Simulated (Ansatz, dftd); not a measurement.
Reaction: SiNH5 (SMILES N[SiH3]) → SiNH4 (SMILES [NH][SiH3], doublet) + H (doublet) (the H-N bond breaks)
Each species at its own B3LYP-D3(BJ)/def2-TZVP minimum (Ansatz, an electronic-structure program).

Property: bond dissociation energy (electronic), in kcal/mol. Open shells are spin-unrestricted; no spin-orbit coupling. Correlated methods leave the cores frozen. Rows without X2C or -DK are non-relativistic. CBS(X,Y): correlation extrapolated as X^-3, Hartree-Fock from the larger set. A bracket is a step between two methods taken in the basis named. The functionals are non-relativistic, so their misses hold any scalar relativity. Double hybrids freeze cores in their MP2 part. '+ core + X2C': CCSD(T) terms for core correlation (cc-pwCVTZ, 1s frozen past Ne) and scalar relativity (cc-pVTZ-DK). For partners of very few electrons the exact lower level stands in for a higher one.

Compared with CCSD(T)/CBS(cc-pV(T+d)Z,cc-pV(Q+d)Z) + [CCSDT(Q) - CCSD(T)]/cc-pV(T+d)Z + core + X2C (Ansatz): 118.2 kcal/mol.

Costs are rough ratios of core time, to one figure, on one kind of shared machine, summed over the single points of the molecules; atoms, geometries and frequencies are left out. The first row took roughly 10 core seconds; short runs hold start-up time.

```tsv
level	program	cost relative to the first row	difference (kcal/mol)
r2SCAN/def2-TZVPD	Ansatz	1	-6.4
B2PLYP/def2-TZVPD	Ansatz	1	-3.4
B2GP-PLYP-D3(BJ)/def2-TZVPD	Ansatz + dftd3	1	-2.8
B2GP-PLYP/def2-TZVPD	Ansatz	1	-3.0
wB97X-V/def2-TZVPD	Ansatz	2	-2.5
CCSDT(Q)/cc-pV(D+d)Z	Ansatz	30	-8.5
```

The dearest row costs roughly 30 times the first. Costs within a factor of two don't rank. The table holds for this case alone.
